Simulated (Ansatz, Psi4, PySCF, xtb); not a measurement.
Noncovalent pair: H2O (SMILES O) (first 3 atoms) with C4H6 (SMILES C=CC=C); geometry from B3LYP-D3(BJ)/def2-TZVP, rigid monomers moved along the line of their centres of mass till H2···C5 is 3.73 Å.
(charge 0, multiplicity 1):
```
atom    x (Å)    y (Å)    z (Å)
----  -------  -------  -------
O      0.0111  -0.4871  -0.1496
H     -0.7246  -0.5760   0.4670
H      0.7359  -0.1796   0.4067
C     -1.7047  -0.4639   4.1808
C     -0.7428   0.4524   4.0507
C      0.6777   0.1553   4.1213
C      1.6401   1.0603   3.9314
H     -1.4690  -1.5060   4.3628
H     -2.7518  -0.2008   4.1171
H     -1.0111   1.4890   3.8676
H      0.9457  -0.8765   4.3306
H      2.6873   0.7961   3.9885
H      1.4047   2.0970   3.7199
```

```json
[
 {"level": "GFN1-xTB", "interaction energy (kcal/mol)": "-0.51", "cost": "-"},
 {"level": "HF/6-31G*", "interaction energy (kcal/mol)": "-1.21", "cost": "-"},
 {"level": "HF/6-31G* (no counterpoise)", "interaction energy (kcal/mol)": "-1.61", "cost": "-"},
 {"level": "r2SCAN/def2-TZVPPD", "interaction energy (kcal/mol)": "-1.33", "cost": "×1"},
 {"level": "r2SCAN-D4/def2-TZVPPD", "interaction energy (kcal/mol)": "-1.56", "cost": "×1"},
 {"level": "B3LYP/6-31G*", "interaction energy (kcal/mol)": "-1.00", "cost": "-"},
 {"level": "B3LYP/6-311+G** (no counterpoise)", "interaction energy (kcal/mol)": "-1.25", "cost": "-"},
 {"level": "B3LYP-D3(BJ)/def2-TZVPPD", "interaction energy (kcal/mol)": "-1.48", "cost": "×1"},
 {"level": "B3LYP-D4/def2-TZVPPD", "interaction energy (kcal/mol)": "-1.30", "cost": "×1"},
 {"level": "PBE0/def2-TZVPPD", "interaction energy (kcal/mol)": "-1.20", "cost": "×1"},
 {"level": "MP2/6-31G* (no counterpoise)", "interaction energy (kcal/mol)": "-1.72", "cost": "-"},
 {"level": "MP2/aug-cc-pVDZ", "interaction energy (kcal/mol)": "-1.46", "cost": "-"},
 {"level": "CCSD(T)/aug-cc-pVDZ", "interaction energy (kcal/mol)": "-1.40", "cost": "×40"},
 {"level": "SAPT0/jun-cc-pV(D+d)Z", "interaction energy (kcal/mol)": "-1.57", "cost": "-"}
]
```

The rows run from -1.72 (MP2/6-31G* (no counterpoise)) to -0.51 kcal/mol (GFN1-xTB). The dispersion term adds -0.23 in r2SCAN-D4.

Interaction energies are E(AB) − E(A) − E(B) at the monomers' geometry in the complex; basis-set methods are counterpoise corrected. Rows marked so take none.

Frozen-core correlation. Rows in 6-311+G**, 6-31G* carry no dispersion term and start afresh at each structure (6-31G* with six Cartesian d functions). MP2/6-31G* freezes PySCF's default core.

Codes used: Ansatz (a program for electronic structure); Psi4 for SAPT; PySCF for 6-311+G** rows, 6-31G* rows, the dispersion terms; xtb for the GFN methods. 

Costs are rough ratios of core time to PBE/def2-TZVPPD (about 17 s over the structures, on one shared machine); a dash marks a level with no comparable run of its own.
